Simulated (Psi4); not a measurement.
Level of theory: SAPT0/jun-cc-pVDZ, frozen core in Psi4 1.11.

Psi4 input:

```
molecule {
0 1
Al -0.00031628 0.00022121 -0.00007023
Cl -1.75324346 -1.09952898 -0.17208963
Cl 0.09035805 1.93575759 -0.74662661
Cl 1.66320169 -0.83644983 0.91878647
--
0 1
Si -1.22487217 0.44311488 3.45084776
O -0.68511799 0.91269054 1.96123690
H -0.30487863 0.88247148 4.52941064
H -2.57140993 0.99437212 3.74361156
H -1.28417439 -1.03096719 3.41175459
H -0.57772028 1.85015456 1.78532757
units angstrom
symmetry c1
no_reorient
no_com
}
set basis jun-cc-pvdz
set scf_type df
set freeze_core true
energy('sapt0')
```

Part of the output:

```
    SAPT Results
  --------------------------------------------------------------------------------------------------------
    Electrostatics                -49.97251981 [mEh]     -31.35822961 [kcal/mol]    -131.20283268 [kJ/mol]
      Elst10,r                    -49.97251981 [mEh]     -31.35822961 [kcal/mol]    -131.20283268 [kJ/mol]

    Exchange                       50.26834560 [mEh]      31.54386310 [kcal/mol]     131.97952320 [kJ/mol]
      Exch10                       50.26834560 [mEh]      31.54386310 [kcal/mol]     131.97952320 [kJ/mol]
      Exch10(S^2)                  49.51426932 [mEh]      31.07067309 [kcal/mol]     129.99969620 [kJ/mol]

    Induction                     -20.55511277 [mEh]     -12.89852800 [kcal/mol]     -53.96744115 [kJ/mol]
      Ind20,r                     -48.93033607 [mEh]     -30.70424944 [kcal/mol]    -128.46657965 [kJ/mol]
      Exch-Ind20,r                 32.45479609 [mEh]      20.36569202 [kcal/mol]      85.21005540 [kJ/mol]
      delta HF,r (2)               -4.07957280 [mEh]      -2.55997058 [kcal/mol]     -10.71091690 [kJ/mol]

    Dispersion                    -10.16476493 [mEh]      -6.37848629 [kcal/mol]     -26.68758664 [kJ/mol]
      Disp20                      -13.07759316 [mEh]      -8.20631360 [kcal/mol]     -34.33521610 [kJ/mol]
      Exch-Disp20                   2.91282823 [mEh]       1.82782731 [kcal/mol]       7.64762946 [kJ/mol]
      Disp20 (SS)                  -6.53879658 [mEh]      -4.10315680 [kcal/mol]     -17.16760805 [kJ/mol]
      Disp20 (OS)                  -6.53879658 [mEh]      -4.10315680 [kcal/mol]     -17.16760805 [kJ/mol]
      Exch-Disp20 (SS)              1.65420428 [mEh]       1.03802886 [kcal/mol]       4.34311273 [kJ/mol]
      Exch-Disp20 (OS)              1.25862395 [mEh]       0.78979845 [kcal/mol]       3.30451673 [kJ/mol]

  Total HF                        -20.25928698 [mEh]     -12.71289451 [kcal/mol]     -53.19075064 [kJ/mol]
  Total SAPT0                     -30.42405191 [mEh]     -19.09138080 [kcal/mol]     -79.87833728 [kJ/mol]
```
